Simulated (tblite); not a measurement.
Species: C₆H₆N₂S.
Numbering: `[NH2:1][c:2]1[cH:3][s:4][c:5]2[cH:6][cH:7][nH:8][c:9]12` (hydrogens: H10, H11 on N1; H12 on C3; H13 on C6; H14 on C7; H15 on N8)

Computed with GFN2-xTB (tblite), gas phase: L-BFGS steps from a force-field or distance-geometry start until the largest atomic force falls under 0.01 eV/Å.

Step 41: E = -679.5496 eV
```
atom  x, y, z in Å  |  force x, y, z in eV/Å
N1     -2.1651   -1.1234   -0.1601   -0.164  -0.022  -0.009
C2     -1.2839   -0.0138   -0.0247   -0.012  -0.071  -0.006
C3     -1.6212    1.2973    0.1354   -0.053  -0.065   0.015
S4     -0.2716    2.3763    0.2983   -0.006   0.006  -0.003
C5      0.8166    1.0424    0.1412    0.007  -0.028   0.010
C6      2.1919    0.7540    0.1402    0.034   0.037  -0.024
C7      2.2897   -0.6032   -0.0277    0.009   0.014  -0.017
N8      1.0451   -1.1532   -0.1288    0.059   0.005   0.007
C9      0.1264   -0.1581   -0.0242   -0.022  -0.009  -0.003
H10    -2.6715   -1.0816   -1.0440    0.098  -0.012   0.117
H11    -2.8595   -1.1288    0.5858    0.081   0.058  -0.117
H12    -2.6142    1.6987    0.1784   -0.034   0.076   0.013
H13     2.9949    1.4520    0.2416    0.079   0.027   0.016
H14     3.1653   -1.2188   -0.0889    0.026   0.015   0.012
H15     0.8527   -2.1318   -0.2444   -0.102  -0.033  -0.009
```

Step 42: E = -679.5506 eV
```
atom  x, y, z in Å  |  force x, y, z in eV/Å
N1     -2.1657   -1.1214   -0.1481   -0.260  -0.024  -0.027
C2     -1.2842   -0.0118   -0.0211   -0.019  -0.099  -0.014
C3     -1.6200    1.2992    0.1408   -0.073  -0.085   0.024
S4     -0.2703    2.3772    0.3033    0.000   0.014  -0.005
C5      0.8167    1.0431    0.1390   -0.006  -0.038   0.018
C6      2.1912    0.7527    0.1392    0.039   0.068  -0.034
C7      2.2890   -0.6039   -0.0294    0.010   0.027  -0.027
N8      1.0443   -1.1517   -0.1323    0.064  -0.011   0.010
C9      0.1259   -0.1567   -0.0263   -0.033  -0.022  -0.007
H10    -2.6404   -1.1134   -1.0531    0.145  -0.011   0.209
H11    -2.8874   -1.0997    0.5743    0.142   0.071  -0.192
H12    -2.6143    1.6955    0.1900   -0.041   0.102   0.016
H13     2.9905    1.4532    0.2388    0.129   0.045   0.024
H14     3.1615   -1.2228   -0.0942    0.047   0.023   0.020
H15     0.8587   -2.1314   -0.2429   -0.144  -0.059  -0.015
```

Step 43: E = -679.5518 eV
```
atom  x, y, z in Å  |  force x, y, z in eV/Å
N1     -2.1674   -1.1173   -0.1209   -0.562  -0.010  -0.134
C2     -1.2851   -0.0083   -0.0124   -0.038  -0.152  -0.036
C3     -1.6193    1.3019    0.1538   -0.101  -0.111   0.045
S4     -0.2690    2.3782    0.3147    0.031   0.039  -0.007
C5      0.8181    1.0452    0.1341   -0.051  -0.054   0.033
C6      2.1911    0.7497    0.1362    0.026   0.140  -0.051
C7      2.2881   -0.6056   -0.0337    0.006   0.056  -0.049
N8      1.0427   -1.1472   -0.1401    0.047  -0.056   0.013
C9      0.1253   -0.1525   -0.0310   -0.058  -0.054  -0.011
H10    -2.5659   -1.1889   -1.0697    0.256   0.022   0.567
H11    -2.9494   -1.0325    0.5433    0.368   0.052  -0.438
H12    -2.6155    1.6906    0.2173   -0.039   0.133   0.022
H13     2.9826    1.4557    0.2326    0.231   0.077   0.040
H14     3.1531   -1.2327   -0.1064    0.094   0.041   0.035
H15     0.8662   -2.1282   -0.2396   -0.209  -0.124  -0.028
```

Step 44: E = -679.5610 eV
```
atom  x, y, z in Å  |  force x, y, z in eV/Å
N1     -2.1676   -1.1188   -0.1259   -0.229  -0.031   0.020
C2     -1.2851   -0.0108   -0.0132   -0.019  -0.095  -0.037
C3     -1.6228    1.2988    0.1525   -0.060  -0.070   0.044
S4     -0.2723    2.3764    0.3128    0.047   0.050  -0.002
C5      0.8201    1.0461    0.1349   -0.075  -0.040   0.031
C6      2.1940    0.7499    0.1357   -0.012   0.143  -0.040
C7      2.2896   -0.6058   -0.0337   -0.011   0.058  -0.044
N8      1.0436   -1.1459   -0.1389    0.000  -0.060   0.010
C9      0.1263   -0.1510   -0.0298   -0.053  -0.064  -0.014
H10    -2.5727   -1.1808   -1.0609    0.134  -0.010   0.191
H11    -2.9368   -1.0423    0.5414    0.145   0.070  -0.212
H12    -2.6172    1.6947    0.2139   -0.018   0.089   0.018
H13     2.9870    1.4546    0.2340    0.213   0.069   0.033
H14     3.1545   -1.2328   -0.1046    0.096   0.031   0.030
H15     0.8547   -2.1242   -0.2401   -0.157  -0.142  -0.028
```

**Question.** Estimate the geometry and energy of step 45. (The exact step hangs on the optimiser's Hessian estimate; all steps are aligned on step 44, rigid shifts and turns removed.)

**Answer.** E = -679.5797 eV, largest force 0.308 eV/Å
```
atom  x, y, z in Å  |  force x, y, z in eV/Å
N1     -2.1712   -1.1175   -0.1012   -0.224   0.008   0.037
C2     -1.2868   -0.0127   -0.0048   -0.015  -0.041  -0.043
C3     -1.6286    1.2950    0.1669   -0.008  -0.008   0.061
S4     -0.2763    2.3740    0.3232    0.092   0.063   0.000
C5      0.8237    1.0485    0.1313   -0.142  -0.018   0.035
C6      2.1986    0.7493    0.1303   -0.088   0.182  -0.037
C7      2.2908   -0.6065   -0.0399   -0.028   0.077  -0.056
N8      1.0434   -1.1405   -0.1462   -0.103  -0.143   0.000
C9      0.1265   -0.1458   -0.0341   -0.051  -0.089  -0.004
H10    -2.4931   -1.2580   -1.0597    0.114  -0.023   0.218
H11    -2.9893   -0.9751    0.4940    0.166   0.028  -0.258
H12    -2.6203    1.6998    0.2418    0.026   0.020   0.012
H13     2.9879    1.4581    0.2296    0.229   0.044   0.030
H14     3.1475   -1.2428   -0.1155    0.141   0.047   0.036
H15     0.8427   -2.1178   -0.2375   -0.109  -0.147  -0.031
```

The energy changes by -0.0187 eV. The first-order estimate −F·Δx gives -0.0209 eV and the mean of the old and new forces, exact on a quadratic surface, -0.0182 eV. The step makes an angle of 77° with the force vector and moves no atom by more than 0.111 Å.

What follows is the cost of the whole relaxation. On one thread, AMD EPYC (x86_64) (shared host), this took 1.8 s.
